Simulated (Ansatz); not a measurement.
CH9BGeSi (`B[CH]([SiH3])[GeH3]`). The species carries charge 0 and has multiplicity 1. Geometry: relaxed with PBE0-D4/def2-TZVP.

```xyz
13

B    -1.625   -0.414   -0.088
C    -0.231   -0.322    0.535
Si    0.392    1.384    0.980
Ge    0.829   -0.941   -1.039
H    -1.960    0.387   -0.917
H    -2.375   -1.308    0.182
H    -0.037   -1.044    1.332
H     1.867    1.376    1.192
H    -0.247    1.861    2.236
H     0.075    2.332   -0.119
H     1.290    0.275   -1.856
H    -0.010   -1.864   -1.941
H     2.032   -1.724   -0.497
```

What is the dipole moment at PBE/def2-TZVPP? (Best estimate.)

The calculation gave: 1.05 D, with components (0.83, -0.62, 0.13) D in this frame, pointing from negative to positive charge.

And with r2SCAN, B3LYP, ωB97M-V? (Estimate.)

Ansatz gave: r2SCAN 0.99 D, B3LYP 0.94 D, ωB97M-V 0.96 D.

Give the Mulliken charges with PBE, ωB97M-V, r2SCAN in def2-TZVPP. (Estimate.)

Ansatz gave: 
```
atom    PBE  ωB97M-V  r2SCAN
  B1  -0.16    -0.24   -0.09
  C2  -0.13    -0.33   -0.21
 Si3   0.16     0.16    0.26
 Ge4   0.09     0.04    0.11
  H5   0.03     0.10    0.02
  H6   0.02     0.08    0.01
  H7   0.11     0.15    0.10
  H8  -0.05    -0.03   -0.07
  H9  -0.05    -0.03   -0.07
 H10  -0.04    -0.01   -0.06
 H11   0.01     0.04    0.01
 H12   0.00     0.03    0.00
 H13   0.01     0.04    0.00
```

B3LYP here is the variant with VWN-RPA as its local correlation; programs differ in this.
